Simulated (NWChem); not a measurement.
The numbers come from NWChem runs, not from measurements. System: H4ClNOSi2, charge 0, spin multiplicity 1, at a geometry optimised with B3LYP/def2-SVP. The structure started from a generated list of species. Level: RHF/def2-TZVP.

Part of the output:

```
             Northwest Computational Chemistry Package (NWChem) 7.3.0
             --------------------------------------------------------

                                NWChem Input Module
                                -------------------

 Scaling coordinates for geometry "geometry" by  1.889725989
 (inverse scale =  0.529177249)

                             Geometry "geometry" -> ""
                             -------------------------

 Output coordinates in angstroms (scale by  1.889725989 to convert to a.u.)

  No.       Tag          Charge          X              Y              Z
 ---- ---------------- ---------- -------------- -------------- --------------
    1 Cl                  17.0000     2.19979000    -0.19455000     0.02884200
    2 Si                  14.0000     0.20651700    -0.69757700    -0.22324700
    3 N                    7.0000    -0.83575500    -0.33730900     1.12023200
    4 Si                  14.0000    -1.70044400     0.84703200     0.15097800
    5 O                    8.0000    -0.65816400     0.43196000    -1.13166800
    6 H                    1.0000     0.20001400    -2.06378000    -0.78653700
    7 H                    1.0000    -0.85743900    -0.62110000     2.09155900
    8 H                    1.0000    -3.12446800     0.53674900    -0.14629300
    9 H                    1.0000    -1.58397000     2.26859600     0.57444500

 Effective nuclear repulsion energy (a.u.)     368.6135596519

            Nuclear Dipole moment (a.u.)
            ----------------------------
        X                 Y               Z
 ---------------- ---------------- ----------------
    -0.0000151178     0.0000037795     0.0000037795


 Summary of "ao basis" -> "" (spherical)
 ------------------------------------------------------------------------------
       Tag                 Description            Shells   Functions and Types
 ---------------- ------------------------------  ------  ---------------------
 *                         def2-tzvp                  on all atoms

 Summary of "ao basis" -> "ao basis" (spherical)
 ------------------------------------------------------------------------------
       Tag                 Description            Shells   Functions and Types
 ---------------- ------------------------------  ------  ---------------------
 Cl                        def2-tzvp                13       37   5s5p2d1f
 Si                        def2-tzvp                13       37   5s5p2d1f
 N                         def2-tzvp                11       31   5s3p2d1f
 O                         def2-tzvp                11       31   5s3p2d1f
 H                         def2-tzvp                 4        6   3s1p

                                 NWChem SCF Module
                                 -----------------

  ao basis        = "ao basis"
  functions       =   197
  atoms           =     9
  closed shells   =    32
  open shells     =     0
  charge          =   0.00
  wavefunction    = RHF
  use symmetry    = F
  symmetry adapt  = F

 Summary of "ao basis" -> "ao basis" (spherical)
 ------------------------------------------------------------------------------
       Tag                 Description            Shells   Functions and Types
 ---------------- ------------------------------  ------  ---------------------
 Cl                        def2-tzvp                13       37   5s5p2d1f
 Si                        def2-tzvp                13       37   5s5p2d1f
 N                         def2-tzvp                11       31   5s3p2d1f
 O                         def2-tzvp                11       31   5s3p2d1f
 H                         def2-tzvp                 4        6   3s1p

 Forming initial guess at       0.3s

      Superposition of Atomic Density Guess
      -------------------------------------

 Sum of atomic energies:       -1168.24360546

      Non-variational initial energy
      ------------------------------

 Total energy =   -1170.198392
 1-e energy   =   -2349.298861
 2-e energy   =     810.486909
 HOMO         =      -0.345507
 LUMO         =       0.005233

 Starting SCF solution at      11.8s

 ----------------------------------------------
         Quadratically convergent ROHF

 Convergence threshold     :          1.000E-07
 Maximum no. of iterations :          100
 Final Fock-matrix accuracy:          1.000E-09
 ----------------------------------------------

              iter       energy          gnorm     gmax       time
             ----- ------------------- --------- --------- --------
                 1    -1169.1809047282  1.33D+00  1.45D-01     20.8
                 2    -1169.2781197549  3.79D-01  6.97D-02     44.3
                 3    -1169.2915676190  2.50D-02  2.94D-03     76.6
                 4    -1169.2916315877  3.11D-04  3.72D-05    126.1
                 5    -1169.2916315992  8.38D-08  1.13D-08    195.0

       Final RHF  results
       ------------------

         Total SCF energy =  -1169.291631599189
      One-electron energy =  -2352.835113347382
      Two-electron energy =    814.929922096323
 Nuclear repulsion energy =    368.613559651871

        Time for solution =    183.2s

             Final eigenvalues
             -----------------

              1
    1 -104.8272
    2  -68.8505
    3  -68.8217
    4  -20.5535
    5  -15.5488
    6  -10.5568
    7   -8.0234
    8   -8.0225
    9   -8.0224
   10   -6.1890
   11   -6.1639
   12   -4.2970
   13   -4.2963
   14   -4.2957
   15   -4.2713
   16   -4.2710
   17   -4.2704
   18   -1.3310
   19   -1.1310
   20   -1.0931
   21   -0.7397
   22   -0.7333
   23   -0.6197
   24   -0.5919
   25   -0.5846
   26   -0.5328
   27   -0.5153
   28   -0.5119
   29   -0.4817
   30   -0.4646
   31   -0.4569
   32   -0.4189
   33    0.0929
   34    0.1345
   35    0.1497
   36    0.1573
   37    0.1606
   38    0.1895
   39    0.1925
   40    0.2325
   41    0.2586
   42    0.2741

                       ROHF Final Molecular Orbital Analysis
                       -------------------------------------

 Vector   30  Occ=2.000000D+00  E=-4.646468D-01
              MO Center=  7.9D-01,  1.2D-01, -1.6D-01, r^2= 5.0D+00
   Bfn.  Coefficient  Atom+Function         Bfn.  Coefficient  Atom+Function
  ----- ------------  ---------------      ----- ------------  ---------------
    16      0.349581  1 Cl py                17     -0.227928  1 Cl pz
    19      0.226375  1 Cl py               148     -0.171504  5 O  px
    13      0.160367  1 Cl py               151     -0.158866  5 O  px

 Vector   31  Occ=2.000000D+00  E=-4.569276D-01
              MO Center=  1.2D+00, -3.4D-01, -3.1D-02, r^2= 3.8D+00
   Bfn.  Coefficient  Atom+Function         Bfn.  Coefficient  Atom+Function
  ----- ------------  ---------------      ----- ------------  ---------------
    17      0.312198  1 Cl pz                16      0.310274  1 Cl py
    20      0.204633  1 Cl pz                19      0.203527  1 Cl py

 Vector   32  Occ=2.000000D+00  E=-4.189003D-01
              MO Center= -8.3D-01, -7.4D-02,  7.4D-01, r^2= 3.1D+00
   Bfn.  Coefficient  Atom+Function         Bfn.  Coefficient  Atom+Function
  ----- ------------  ---------------      ----- ------------  ---------------
    81      0.246567  3 N  py                84      0.242803  3 N  py
    80      0.219943  3 N  px                83      0.216352  3 N  px
    87      0.208167  3 N  py                86      0.184838  3 N  px

 Vector   33  Occ=0.000000D+00  E= 9.294153D-02
              MO Center= -1.3D+00,  4.1D-01,  4.2D-01, r^2= 7.1D+00
   Bfn.  Coefficient  Atom+Function         Bfn.  Coefficient  Atom+Function
  ----- ------------  ---------------      ----- ------------  ---------------
    79      1.430563  3 N  s                125     -0.989792  4 Si pz
    57     -0.470939  2 Si pz                42     -0.463037  2 Si s
   110     -0.411474  4 Si s                147     -0.410746  5 O  s
   182     -0.374594  7 H  s                124      0.267176  4 Si py
   122     -0.200912  4 Si pz

 Vector   34  Occ=0.000000D+00  E= 1.344664D-01
              MO Center= -1.9D+00,  7.5D-01,  6.4D-01, r^2= 7.9D+00
   Bfn.  Coefficient  Atom+Function         Bfn.  Coefficient  Atom+Function
  ----- ------------  ---------------      ----- ------------  ---------------
   123      2.093262  4 Si px               110      1.785992  4 Si s
   124     -1.661257  4 Si py                79     -1.651323  3 N  s
    42     -1.435677  2 Si s                 56     -0.795632  2 Si py
   147     -0.689577  5 O  s                182      0.672726  7 H  s
    55      0.648293  2 Si px               194      0.646914  9 H  s

 Vector   35  Occ=0.000000D+00  E= 1.497124D-01
              MO Center= -3.8D-01, -6.3D-01,  6.7D-02, r^2= 8.5D+00
   Bfn.  Coefficient  Atom+Function         Bfn.  Coefficient  Atom+Function
  ----- ------------  ---------------      ----- ------------  ---------------
    55      1.102610  2 Si px                56     -1.089495  2 Si py
   110      0.951973  4 Si s                125     -0.918410  4 Si pz
    57      0.828843  2 Si pz               124      0.608970  4 Si py
    79      0.574570  3 N  s                194     -0.560880  9 H  s
     5     -0.545273  1 Cl s                176     -0.547204  6 H  s

 center of mass
 --------------
 x =   0.11328156 y =  -0.00475925 z =  -0.02541974

 moments of inertia (a.u.)
 ------------------
         340.062789658081         232.347418001509          34.896923213354
         232.347418001509        1164.869884170701          13.623445283141
          34.896923213354          13.623445283141        1180.094492736817

  Mulliken analysis of the total density
  --------------------------------------

    Atom       Charge   Shell Charges
 -----------   ------   -------------------------------------------------------
    1 Cl  17    17.31   2.01  0.45  1.52  1.08  0.86  4.18  1.69  1.07  2.90  1.52  0.01  0.03  0.00
    2 Si  14    13.09   2.00  0.58  1.39  0.74  0.19  4.12  1.73  0.51  1.01  0.10  0.28  0.32  0.11
    3 N    7     7.78   0.82  1.16  0.49  0.85  0.18  1.50  1.88  0.88  0.00  0.02  0.00
    4 Si  14    13.28   2.00  0.58  1.39  0.76  0.31  4.12  1.73  0.52  1.10  0.16  0.24  0.28  0.08
    5 O    8     8.65   0.79  1.18  0.55  0.97  0.29  1.84  2.14  0.86  0.00  0.02  0.00
    6 H    1     1.04   0.24  0.56  0.23  0.01
    7 H    1     0.75   0.25  0.41  0.05  0.04
    8 H    1     1.06   0.24  0.56  0.24  0.01
    9 H    1     1.05   0.24  0.56  0.24  0.01

       Multipole analysis of the density wrt the origin
       ------------------------------------------------

     L   x y z        total         open         nuclear
     -   - - -        -----         ----         -------
     0   0 0 0      0.000000      0.000000     64.000000

     1   1 0 0     -0.672536      0.000000     -0.000015
     1   0 1 0     -0.281657      0.000000      0.000004
     1   0 0 1      0.793747      0.000000      0.000004

     2   2 0 0    -38.828491      0.000000    516.889533
     2   1 1 0     -1.003194      0.000000   -124.661164
     2   1 0 1     -1.666112      0.000000    -21.996675
     2   0 2 0    -37.192666      0.000000    106.665044
     2   0 1 1     -0.006278      0.000000     -4.041295
     2   0 0 2    -36.793250      0.000000     90.724595

 Task  times  cpu:      195.1s     wall:      195.1s

 Total times  cpu:      195.2s     wall:      195.2s
```

Task: Write an NWChem input that would produce this output.

Result: One answer among several that fit: 
```
start mol
memory heap 200 mb stack 800 mb global 1000 mb
geometry units angstroms nocenter noautoz noautosym
  Cl     2.199790    -0.194550     0.028842
  Si     0.206517    -0.697577    -0.223247
  N     -0.835755    -0.337309     1.120232
  Si    -1.700444     0.847032     0.150978
  O     -0.658164     0.431960    -1.131668
  H      0.200014    -2.063780    -0.786537
  H     -0.857439    -0.621100     2.091559
  H     -3.124468     0.536749    -0.146293
  H     -1.583970     2.268596     0.574445
end
basis spherical
  * library def2-tzvp
end
scf
  rhf
  nopen 0
  maxiter 100
  thresh 1e-7
  semidirect memsize 60000000 filesize 0
end
task scf energy
```
